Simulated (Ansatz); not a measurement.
C$_{6}$H$_{13}$ (SMILES C[CH]CCCC), doublet, at a GFN2-xTB geometry; CCSD(T)/STO-3G (Ansatz, a quantum-chemistry and plane-wave program).

Here is a job for Ansatz.
Ansatz 0.2 input:
```yaml
crystal:
  periodic: [false, false, false]
  atoms:
    - {symbol: C, position_ang: [-2.75616312, -0.20561197, 0.21276207]}
    - {symbol: C, position_ang: [-1.78454608, 0.34115459, -0.75813841]}
    - {symbol: C, position_ang: [-0.36833833, -0.07787926, -0.76501162]}
    - {symbol: C, position_ang: [0.47699560, 0.72934297, 0.24942291]}
    - {symbol: C, position_ang: [1.96728692, 0.39989938, 0.18541199]}
    - {symbol: C, position_ang: [2.29100802, -1.01760492, 0.64259801]}
    - {symbol: H, position_ang: [-2.43036344, -1.17449609, 0.58708687]}
    - {symbol: H, position_ang: [-3.74337372, -0.31406975, -0.24055654]}
    - {symbol: H, position_ang: [-2.88342474, 0.46072730, 1.07634029]}
    - {symbol: H, position_ang: [-2.06746123, 1.21659395, -1.31898910]}
    - {symbol: H, position_ang: [0.06525893, 0.07423610, -1.75750878]}
    - {symbol: H, position_ang: [-0.29501304, -1.13731544, -0.50994433]}
    - {symbol: H, position_ang: [0.10161226, 0.53347479, 1.25569411]}
    - {symbol: H, position_ang: [0.33847710, 1.79290047, 0.04232314]}
    - {symbol: H, position_ang: [2.32530831, 0.54255798, -0.83693164]}
    - {symbol: H, position_ang: [2.50353754, 1.10698358, 0.82389160]}
    - {symbol: H, position_ang: [1.85952607, -1.75394638, -0.03040284]}
    - {symbol: H, position_ang: [1.90061025, -1.19301961, 1.64295739]}
    - {symbol: H, position_ang: [3.36784771, -1.17043147, 0.66376993]}
basis:
  gaussian:
    orbitals: STO-3G
magnetization: {spin_polarized: true, initial_magnetization: 1}
correlation: {method: ccsd_t, electrons: outside_noble_gas}
accuracy: high
```

### Question
Predict the main parts of the log of this Ansatz run.

### Answer

```
Functional definition: HF
970 factors; integrals over basis functions are off by at most 3.5e-9 eV
mean field evaluation 1: about -6310.6608 eV, gradient 1.3e1 eV
mean field evaluation 2: about -6311.0730 eV, gradient 1.2e1 eV
mean field evaluation 4: about -6312.5847 eV, gradient 1.1e0 eV
mean field evaluation 8: about -6312.6020 eV, gradient 2.9e-4 eV
mean field -6312.60196721 eV, -231.9838434595 hartree, gradient 2.8e-8 eV, S^2 0.765357; 0 other end points of the search recorded, 0 dependent functions left out
6 core orbitals not correlated
reference -6312.60196721 eV, -231.9838434595 hartree; 19, 18 occupied and 18, 19 virtual orbitals, 970 factors
second order -7.91286518 eV of doubles, -0.00000000 eV of singles
cycle   1  -9.72137623 eV  change    -1.8e0 eV  update   9.2e-2
cycle   2  -10.56168297 eV  change   -8.4e-1 eV  update   3.6e-2
cycle   3  -10.62181514 eV  change   -6.0e-2 eV  update   8.1e-3
cycle   4  -10.62834584 eV  change   -6.5e-3 eV  update   2.9e-3
cycle   5  -10.62931489 eV  change   -9.7e-4 eV  update   1.1e-3
cycle   6  -10.62899003 eV  change    3.2e-4 eV  update   3.8e-4
cycle   7  -10.62903692 eV  change   -4.7e-5 eV  update   1.0e-4
cycle   8  -10.62907231 eV  change   -3.5e-5 eV  update   4.3e-5
cycle   9  -10.62905526 eV  change    1.7e-5 eV  update   1.7e-5
cycle  10  -10.62905529 eV  change   -3.6e-8 eV  update   4.9e-6
cycle  11  -10.62905529 eV  change    7.4e-9 eV  update   1.6e-6
cycle  12  -10.62905587 eV  change   -5.9e-7 eV  update   6.4e-7
cycle  13  -10.62905555 eV  change    3.2e-7 eV  update   2.7e-7
cycle  14  -10.62905512 eV  change    4.4e-7 eV  update   1.2e-7
cycle  15  -10.62905498 eV  change    1.4e-7 eV  update   6.0e-8
cycle  16  -10.62905493 eV  change    5.1e-8 eV  update   3.7e-8
cycle  17  -10.62905492 eV  change    6.3e-9 eV  update   2.6e-8
cycle  18  -10.62905483 eV  change    9.3e-8 eV  update   1.0e-7
cycle  19  -10.62905479 eV  change    3.7e-8 eV  update   2.5e-8
cycle  20  -10.62905479 eV  change    5.0e-9 eV  update   6.2e-9
cycle  21  -10.62905479 eV  change  -9.6e-10 eV  update   2.1e-9
perturbative correction -0.06474855 eV, -0.0023794655 hartree
Total energy: -6323.29577055 eV, -232.3768334838 hartree
```
